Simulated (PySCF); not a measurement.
## Dipole moment and polarisability of `FC(F)(F)C[C@@H]1C[C@@H]2C[C@@H]21`

Compound: C7H9F3.
SMILES with atom numbers: `[F:1][C:2]([F:3])([F:4])[CH2:5][C@@H:6]1[CH2:7][C@@H:8]2[CH2:9][C@H:10]12` (hydrogens: H11, H12 on C5; H13 on C6; H14, H15 on C7; H16 on C8; H17, H18 on C9; H19 on C10)

Cartesian coordinates in Å at the PBE0-D3(BJ)/def2-SVP level; atoms count from 1:
```xyz
19
C7H9F3 angstrom
F      2.9716    0.1762   -1.0077
C      2.4710    0.1991    0.2343
F      3.4186   -0.2669    1.0554
F      2.2711    1.4859    0.5515
C      1.2086   -0.6118    0.3379
C      0.1112   -0.1475   -0.6005
C     -0.6140    1.2062   -0.3423
C     -1.9483    0.4691   -0.3414
C     -1.9551   -0.5528    0.7468
C     -1.2356   -0.8621   -0.5290
H      1.4835   -1.6549    0.1161
H      0.8823   -0.5770    1.3881
H      0.4918   -0.1707   -1.6327
H     -0.3585    1.7250    0.5953
H     -0.4861    1.9130   -1.1729
H     -2.8676    0.8182   -0.8172
H     -1.4073   -0.3693    1.6791
H     -2.8954   -1.0926    0.8847
H     -1.5226   -1.7111   -1.1552
```

Level: wB97X-D/def2-SVPD (PySCF), static field, nuclei fixed, core orbitals frozen in the response. The polarisability tensor in these axes (au):

```
x   87.62  0.33 -0.14
y    0.33 75.80 -1.71
z   -0.14 -1.71 72.25
```

Problem. Give the principal values, the mean and the anisotropy Δα = √{½[(α1 − α2)² + (α2 − α3)² + (α1 − α3)²]}.

Solution. Principal values 71.56, 76.48 and 87.64 au; mean 78.56 au = 11.64 Å³ = 12.95 × 10⁻⁴⁰ C²·m²/J; Δα = 14.27 au (18 % of the mean).

Problem. What is the dipole moment, and where does it point?

Solution. (-2.38, -1.07, -0.23) D, 2.62 D in size, pointing from the negative to the positive side. Measured along this direction, the outermost atoms are F3 at the negative end and H18 at the positive end.

Problem. Find the Langevin capture rate constant for H3+ (3.023 u) meeting this molecule (150.066 u), k = 2.342 × 10⁻⁹ cm³/s × √(α in Å³ / reduced mass in u).

Solution. The reduced mass is 2.96 u, so k = 4.64 × 10⁻⁹ cm³/s. The formula leaves out the permanent dipole, which adds to the capture rate.

Problem. Rayleigh depolarisation ratio (linearly polarised light, static tensor)?

Solution. ρ = 3Δα²/(45ᾱ² + 4Δα²) = 610.9/(277701 + 814.6) = 0.00219.

Problem. Along which axes do the principal values lie, and how far do the nuclei extend along each?

Solution. Largest value along (1.00, 0.03, -0.01), where the nuclei span 6.33 Å; middle along (-0.03, 0.93, -0.37), 3.85 Å; least along (0.00, 0.37, 0.93), 3.13 Å. The response follows the extents in order.

Isolated species at its PBE0-D3(BJ)/def2-SVP geometry (one conformer only).

These values come from a run that also computed excited states and ΔSCF ions. Hardware: one thread, Arm Neoverse V1, no GPU, on a shared host. Cost: 6.1 min of wall time.
